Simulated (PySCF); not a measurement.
A calculated (r2SCAN, PySCF 2.14, aug-cc-pV(D+d)Z, the non-relativistic Hamiltonian (point nucleus)) atom or ion has these occupied shells.

| shell | electrons | orbital energy (eV) | rms radius, mean of both spins (bohr) |
| --- | --- | --- | --- |
| 1s α | 1 | -1530.2 | 0.140 |
| 1s β | 1 | -1530.1 | 0.140 |
| 2s α | 1 | -122.80 | 0.681 |
| 2s β | 1 | -122.68 | 0.681 |
| 2p α | 3 | -83.052 | 0.676 |
| 2p β | 3 | -82.804 | 0.676 |
| 3p α | 2 | -11.181 | 3.01 |

(1) Name the element and its charge.

Results:

(1) Al⁺ (aluminium, charge +1), in [Ne] 3p2, high-spin 3P determinant (an excited configuration).
